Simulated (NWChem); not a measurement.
System: C₄H₉Al; SMILES C=[CH][Al]([CH3])[CH3]

Output (shortened):

```
             Northwest Computational Chemistry Package (NWChem) 7.3.0
             --------------------------------------------------------

 C1  symmetry detected

                             Geometry "geometry" -> ""
                             -------------------------

 Output coordinates in angstroms (scale by  1.889725989 to convert to a.u.)

  No.       Tag          Charge          X              Y              Z
 ---- ---------------- ---------- -------------- -------------- --------------
    1 Al                  13.0000    -0.02407533     0.44018066     0.00054546
    2 C                    6.0000    -1.09484841     2.08310366    -0.00085247
    3 H                    1.0000    -2.18107875     1.90052111     0.00330905
    4 H                    1.0000    -0.86583841     2.70439483    -0.88471016
    5 H                    1.0000    -0.85962429     2.71026054     0.87716646
    6 C                    6.0000     1.93900409     0.49949336     0.00031228
    7 H                    1.0000     2.35821457    -0.01997602     0.87970471
    8 H                    1.0000     2.33580774     1.52717263     0.00522807
    9 H                    1.0000     2.35754412    -0.01076559    -0.88481734
   10 C                    6.0000    -0.87808373    -1.32117838     0.00154512
   11 C                    6.0000    -0.16187915    -2.45841506    -0.00129313
   12 H                    1.0000    -1.97202151    -1.44247391     0.00376866
   13 H                    1.0000    -0.62141473    -3.45628291    -0.00141075
   14 H                    1.0000     0.93623368    -2.45322064    -0.00360049

 Effective nuclear repulsion energy (a.u.)     194.9941823599

                                 NWChem DFT Module
                                 -----------------

 Summary of "ao basis" -> "ao basis" (spherical)
 ------------------------------------------------------------------------------
       Tag                 Description            Shells   Functions and Types
 ---------------- ------------------------------  ------  ---------------------
 Al                         def2-svp                 8       18   4s3p1d
 C                          def2-svp                 6       14   3s2p1d
 H                          def2-svp                 3        5   2s1p

            General Information
            -------------------
          SCF calculation type: DFT
          Wavefunction type:  closed shell.
          No. of atoms     :    14
          No. of electrons :    46
           Alpha electrons :    23
            Beta electrons :    23
          Charge           :     0
          Spin multiplicity:     1
          Use of symmetry is: off; symmetry adaption is: off
          Maximum number of iterations: 200
          AO basis - number of functions:   119
                     number of shells:    59
          Convergence on energy requested:  1.00D-06
          Convergence on density requested:  1.00D-05
          Convergence on gradient requested:  5.00D-04

              XC Information
              --------------
                         B3LYP Method XC Potential
                     Hartree-Fock (Exact) Exchange  0.200
                        Slater Exchange Functional  0.800 local
                    Becke 1988 Exchange Functional  0.720 non-local
              Lee-Yang-Parr Correlation Functional  0.810
                  VWN I RPA Correlation Functional  0.190 local

             Grid Information
             ----------------
          Grid used for XC integration:  medium
          Radial quadrature: Mura-Knowles
          Angular quadrature: Lebedev.
          Tag              B.-S. Rad. Rad. Pts. Rad. Cut. Ang. Pts.
          ---              ---------- --------- --------- ---------
          Al                  1.25       88          11.0       590
          C                   0.70       49          13.0       434
          H                   0.35       45          14.0       434
          Grid pruning is: on
          Number of quadrature shells:   689
          Spatial weights used:  Erf1

      Superposition of Atomic Density Guess
      -------------------------------------

 Sum of atomic energies:        -396.78417041

      Non-variational initial energy
      ------------------------------

 Total energy =    -399.451620
 1-e energy   =    -929.132392
 2-e energy   =     334.686590
 HOMO         =      -0.319790
 LUMO         =      -0.039494

   convergence    iter        energy       DeltaE   RMS-Dens  Diis-err
 ---------------- ----- ----------------- --------- --------- ---------
 d= 0,ls=0.0,diis     1   -400.0462974051 -5.95D+02  6.73D-03  3.76D-01
 d= 0,ls=0.0,diis     2   -400.0742786817 -2.80D-02  3.28D-03  1.37D-01
 d= 0,ls=0.0,diis     3   -400.0844532712 -1.02D-02  1.57D-03  6.06D-02
 d= 0,ls=0.0,diis     4   -400.0919946206 -7.54D-03  4.33D-04  5.96D-03
 d= 0,ls=0.0,diis     5   -400.0928117023 -8.17D-04  5.41D-05  6.34D-05
  Resetting Diis
 d= 0,ls=0.0,diis     6   -400.0928196489 -7.95D-06  1.85D-05  4.89D-06
 d= 0,ls=0.0,diis     7   -400.0928202511 -6.02D-07  1.11D-05  6.23D-07
 d= 0,ls=0.0,diis     8   -400.0928202001  5.10D-08  6.27D-06  9.86D-07

         Total DFT energy =     -400.092820200056
      One electron energy =     -935.068759488926
           Coulomb energy =      383.666589636109
    Exchange-Corr. energy =      -43.684832707161
 Nuclear repulsion energy =      194.994182359922

 Numeric. integr. density =       45.999964025233

                       DFT Final Molecular Orbital Analysis
                       ------------------------------------

 Vector   21  Occ=2.000000D+00  E=-2.744240D-01
              MO Center= -5.0D-01, -1.8D+00, -3.0D-04, r^2= 1.7D+00
   Bfn.  Coefficient  Atom+Function         Bfn.  Coefficient  Atom+Function
  ----- ------------  ---------------      ----- ------------  ---------------
    96      0.399355  11 C  pz               82      0.390030  10 C  pz
    99      0.269902  11 C  pz               85      0.266968  10 C  pz
    13      0.075542   1 Al pz               10      0.053736   1 Al pz
     7     -0.035663   1 Al pz               53     -0.031295   6 C  pz
    56     -0.031183   6 C  pz               15     -0.030625   1 Al d -1

 Vector   22  Occ=2.000000D+00  E=-2.703384D-01
              MO Center=  1.4D-01,  1.1D+00, -2.9D-04, r^2= 3.6D+00
   Bfn.  Coefficient  Atom+Function         Bfn.  Coefficient  Atom+Function
  ----- ------------  ---------------      ----- ------------  ---------------
    51     -0.322750   6 C  px               23      0.307059   2 C  py
    22     -0.211630   2 C  px               54     -0.201530   6 C  px
    26      0.195508   2 C  py                8      0.189750   1 Al px
    21     -0.186400   2 C  s                50      0.160996   6 C  s
     9     -0.133216   1 Al py                5     -0.125451   1 Al px

 Vector   23  Occ=2.000000D+00  E=-2.697669D-01
              MO Center= -1.7D-01, -5.8D-01,  1.4D-03, r^2= 4.0D+00
   Bfn.  Coefficient  Atom+Function         Bfn.  Coefficient  Atom+Function
  ----- ------------  ---------------      ----- ------------  ---------------
    81      0.323878  10 C  py               51      0.234216   6 C  px
    79      0.220602  10 C  s                80      0.201653  10 C  px
     9     -0.191852   1 Al py              105     -0.181956  12 H  s
   110      0.170618  13 H  s               106     -0.158967  12 H  s
    84      0.152200  10 C  py               54      0.147025   6 C  px

 Vector   24  Occ=0.000000D+00  E=-4.312106D-02
              MO Center= -2.1D-01, -5.6D-01,  1.3D-03, r^2= 4.6D+00
   Bfn.  Coefficient  Atom+Function         Bfn.  Coefficient  Atom+Function
  ----- ------------  ---------------      ----- ------------  ---------------
    13      0.618987   1 Al pz               99     -0.411534  11 C  pz
    96     -0.330466  11 C  pz               10      0.277258   1 Al pz
    85      0.228579  10 C  pz                7     -0.158348   1 Al pz
    82      0.159008  10 C  pz               63     -0.143941   7 H  s
    73      0.144326   9 H  s                39      0.142530   4 H  s

[...]

                         DFT ENERGY GRADIENTS

    atom               coordinates                        gradient
                 x          y          z           x          y          z
   1 Al     -0.045496   0.831821   0.001031    0.000538   0.000489  -0.000009
   2 C      -2.068963   3.936495  -0.001611    0.000451  -0.000388   0.000003
   3 H      -4.121641   3.591464   0.006253    0.000629  -0.000048  -0.000008
   4 H      -1.636197   5.110565  -1.671860   -0.000089  -0.000464   0.000554
   5 H      -1.624454   5.121650   1.657604   -0.000080  -0.000472  -0.000551
   6 C       3.664186   0.943906   0.000590   -0.000637  -0.000288   0.000007
   7 H       4.456379  -0.037749   1.662401   -0.000353   0.000253  -0.000483
   8 H       4.414037   2.885938   0.009880   -0.000365  -0.000514  -0.000008
   9 H       4.455112  -0.020344  -1.672062   -0.000342   0.000255   0.000489
  10 C      -1.659338  -2.496665   0.002920    0.001083  -0.001932   0.000006
  11 C      -0.305907  -4.645731  -0.002444   -0.001062   0.002453  -0.000007
  12 H      -3.726580  -2.725880   0.007122    0.000326   0.000008   0.000005
  13 H      -1.174304  -6.531428  -0.002666   -0.000127   0.000327   0.000000
  14 H       1.769225  -4.635915  -0.006804    0.000029   0.000319   0.000003
```

Level: B3LYP/def2-SVP. The geometry was optimised at PBE0/def2-SVP.

Q: Write an input that gives this output.

A: One answer among several that fit: the input that was run:
```
start job
memory heap 200 mb stack 900 mb global 1100 mb
geometry units angstroms noautoz
  Al    -0.033221     0.444115     0.002603
  C     -1.126090     2.072424     0.002861
  H     -2.209754     1.875181     0.007055
  H     -0.905663     2.697537    -0.880484
  H     -0.899191     2.701921     0.881396
  C      1.928878     0.529941     0.002070
  H      2.355236     0.015401     0.880924
  H      2.311764     1.562882     0.007830
  H      2.354103     0.026169    -0.883589
  C     -0.863358    -1.328620     0.002187
  C     -0.131857    -2.456075    -0.001793
  H     -1.955557    -1.464684     0.004499
  H     -0.577871    -3.460059    -0.002717
  H      0.966085    -2.436045    -0.004293
end
basis spherical
  * library def2-svp
end
dft
  xc b3lyp
  iterations 200
end
task dft gradient
```
